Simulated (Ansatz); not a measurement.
## Relative stability

The two ends of one reaction step of CH$_{8}$GaN, closed shell (PBE0-D4/def2-TZVP).

A:

```
11
angstrom
Ga -1.5889 0.9725 -0.1021
H -0.0762 -2.9506 0.6750
H -1.8090 1.1279 -1.6405
H -2.6428 1.1634 1.0327
H -0.1758 -2.2102 0.6337
N 0.0887 0.5074 0.4170
C 1.2429 0.2894 -0.4217
H 0.2897 0.4088 1.4000
H 0.9696 0.4277 -1.4703
H 2.0570 0.9907 -0.2017
H 1.6448 -0.7270 -0.3221
```

B:

| atom | x (Å) | y (Å) | z (Å) |
| --- | --- | --- | --- |
| Ga1 | -1.6637 | -0.1182 | -0.0870 |
| H2 | -1.5134 | -1.5120 | -0.8235 |
| H3 | -1.6973 | 1.1857 | -0.9847 |
| H4 | -2.4339 | -0.0883 | 1.2956 |
| H5 | 0.4898 | -0.7078 | 1.2862 |
| N6 | 0.3320 | 0.0608 | 0.6436 |
| C7 | 1.3448 | 0.0669 | -0.4166 |
| H8 | 0.3803 | 0.9133 | 1.1909 |
| H9 | 1.2579 | -0.8564 | -0.9888 |
| H10 | 1.1417 | 0.8995 | -1.0896 |
| H11 | 2.3616 | 0.1566 | -0.0259 |

Program: Ansatz 0.2.0. Basis: def2-TZVPP. Cores are frozen in the correlated methods. Filled d shells of the heavier atoms are correlated. The def2 sets are not built for correlating such inner shells, so the correlated values are less sure here. B3LYP uses VWN-RPA correlation.

(1) Which structure is lower at CCSD(T), and by how much? (To be estimated.)

No T1 diagnostic of these runs exceeds 0.015.

## Answers

(1) By the calculation: B, by 0.752 eV (electronic energy, against the other). By their contacts, A is a complex of CH₆GaN ([CH3][NH][GaH2]) + H₂ and B is CH₈GaN ([CH3][NH2][GaH3]).

All methods give the same order:

| method | E(B) − E(A) (eV) |
| --- | --- |
| SPW92 | -0.892 |
| PBE-D4 | -0.676 |
| BLYP-D4 | -0.565 |
| r2SCAN-D4 | -0.759 |
| B97M-V | -0.850 |
| PBE0-D4 | -0.792 |
| B3LYP-D4 | -0.678 |
| r2SCAN0-D4 | -0.831 |
| BHLYP-D4 | -0.801 |
| CAM-B3LYP-D4 | -0.754 |
| wB97X-V | -0.778 |
| wB97M-V | -0.767 |
| B2PLYP | -0.672 |
| PBE-QIDH | -0.810 |
| RPA on PBE | -0.711 |
| HF | -0.827 |
| MP2 | -0.682 |
| CCSD | -0.783 |
| CCSD(T) | -0.752 |

Labels in which every atom is bracketed show which atoms are joined, not bond orders.

For scale, one of the runs: CCSD(T)/def2-TZVPP, 222 basis functions, launched by `ansatz run in.yaml --threads 4 --pin off --events-out ev --progress --plain --max-ram 9574MiB`. Time: 80 s of wall clock on 4 CPU threads of an Arm Neoverse V2; the host was shared. Peak host memory: 3.5 GiB.
